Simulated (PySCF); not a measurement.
CH11NOSi3.

```xyz
17

O      1.1150    -0.5776     1.5442
Si     2.0856     0.2975     0.5041
C      1.0142     1.0568    -0.8585
Si    -0.2213    -0.1583    -1.5805
N     -1.1690    -0.8471    -0.2473
Si    -2.2531     0.0519     0.8133
H      0.3379    -0.9503     1.0747
H      3.1217    -0.5564    -0.1490
H      2.7766     1.3445     1.3010
H      1.6534     1.4408    -1.6748
H      0.4620     1.9228    -0.4509
H      0.4666    -1.3107    -2.2246
H     -1.0851     0.5016    -2.6038
H     -1.4598    -1.8132    -0.4153
H     -2.3233    -0.6170     2.1387
H     -1.6920     1.4196     0.9477
H     -3.6372     0.1540     0.2673
```
Charge 0, spin multiplicity 1.

The structure is a stationary point at TPSSh-D3(BJ)/def2-SVP. The structure was generated by enumeration, and PubChem lists no compound with its InChIKey, so it may never have been made. One conformer was computed; it need not be the lowest.

The numbers are results of PBE/pcSseg-1 in PySCF, not measurements. Non-relativistic, no solvent.

Computed absolute GIAO shielding of each atom: isotropic value and principal components (ppm):
| atom | σ(iso) | σ11 | σ22 | σ33 | span |
|---|---|---|---|---|---|
| O1 | 282.2 | 233.5 | 279.0 | 334.3 | 100.8 |
| Si2 | 347.5 | 304.3 | 322.9 | 415.4 | 111.1 |
| C3 | 182.0 | 161.0 | 182.8 | 202.3 | 41.4 |
| Si4 | 358.3 | 304.7 | 360.7 | 409.3 | 104.6 |
| N5 | 248.8 | 222.1 | 239.3 | 285.0 | 63.0 |
| Si6 | 388.6 | 339.2 | 374.1 | 452.6 | 113.5 |
| H7 | 27.4 | 15.7 | 22.1 | 44.4 | 28.7 |
| H8 | 25.8 | 22.5 | 24.0 | 30.9 | 8.4 |
| H9 | 25.9 | 22.6 | 23.9 | 31.3 | 8.7 |
| H10 | 31.8 | 27.6 | 27.8 | 39.9 | 12.3 |
| H11 | 30.1 | 26.4 | 28.5 | 35.5 | 9.1 |
| H12 | 26.2 | 23.1 | 24.6 | 30.9 | 7.8 |
| H13 | 25.9 | 21.6 | 24.4 | 31.5 | 9.9 |
| H14 | 31.5 | 23.1 | 28.4 | 42.9 | 19.8 |
| H15 | 26.5 | 22.7 | 25.0 | 31.8 | 9.1 |
| H16 | 26.5 | 22.9 | 26.6 | 30.0 | 7.0 |
| H17 | 26.4 | 22.7 | 24.3 | 32.2 | 9.5 |
